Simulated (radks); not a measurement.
Values are calculated unless marked as measured or tabulated.
Spherical quantum dot in the effective-mass picture: electrons in a parabolic well V = omega^2 r^2 / 2 with omega = 0.32, all in effective atomic units (hartree* = m*/eps^2 hartree, bohr* = eps/m* bohr), one dielectric constant everywhere. Level of theory: non-relativistic Kohn-Sham, LDA (Slater exchange, Perdew-Wang correlation), spin-polarised, spherical densities (a radial shooting solver with Libxc functionals). Levels are named by radial order and angular momentum (1s, 1p, 1d, 2s, ...), and open shells are averaged over m. Results are scaled to m* = 0.111 and eps = 17.3, for which hartree* = 10.09 meV and bohr* = 8.248 nm.

N = 23, configuration 1s2 1p6 1d10 2s2 1f(up 3, down 0). This is the lowest configuration that the search found. Occupied and some empty levels:

| level | occupation | eigenvalue (meV) | <r> (nm) |
|---|---|---|---|
| 1s up | 1 | 54.069 | 31.29 |
| 1s down | 1 | 54.167 | 30.68 |
| 1p up | 3 | 54.976 | 36.98 |
| 1p down | 3 | 55.110 | 36.68 |
| 1d up | 5 | 56.124 | 40.84 |
| 1d down | 5 | 56.277 | 40.72 |
| 2s up | 1 | 56.699 | 32.81 |
| 2s down | 1 | 56.785 | 33.13 |
| 1f up | 3 | 57.476 | 43.85 |
| 1f down | 0 | 57.638 | 43.84 |
| 2p up | 0 | 58.305 | 37.13 |
| 2p down | 0 | 58.393 | 37.24 |
| 1g up | 0 | 59.005 | 46.40 |
| 1g down | 0 | 59.168 | 46.46 |
| 2d up | 0 | 60.015 | 40.94 |
| 2d down | 0 | 60.110 | 40.96 |

Energy (meV): total 791.673, kinetic 52.067, external 282.92, Hartree 511.25, exchange-correlation -54.567.
